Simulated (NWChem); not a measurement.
System: YF3; SMILES [F][Y]([F])[F]

All runs: NWChem. Structure relaxed at the PBE-D3(BJ)/def2-SVP level. Not confirmed as a minimum by frequencies. def2 effective core potentials on Y; no spin-orbit coupling. Level M06-L/def2-SVP: energy and gradient on several grids; changes count from the extra-fine grid, which is no exact limit either.

```tsv
grid	size of the energy change (μHa)	largest change of a gradient component (μHa/bohr)	time, medium = 1 (rough)
xcoarse	40000	3000	0.5
coarse	1000	900	about 1
medium	90	200	about 1
fine	< 10	90	about 1
xfine	< 10	< 30	2
```
